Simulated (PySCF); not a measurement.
AlH, SMILES [AlH] (connectivity only; charge and spin as stated), neutral, multiplicity 1. Heavy atoms are numbered as in [AlH:1]. Hydrogens are named by the atom that carries them.

Geometry: B3LYP-D3(BJ)/def2-TZVPD.

Method: HF/pcSseg-2 (PySCF).

GIAO shieldings, no solvent; atoms alike by connectivity are averaged. δ = σ(ref) − σ: ¹H against TMS (σ = 31.98 ppm), references at their B3LYP-D3(BJ)/def2-TZVP geometries, non-relativistic.

Computed chemical shifts:
```csv
nucleus,atoms,count,δ (ppm)
¹H,H on Al1,1,8.57
```
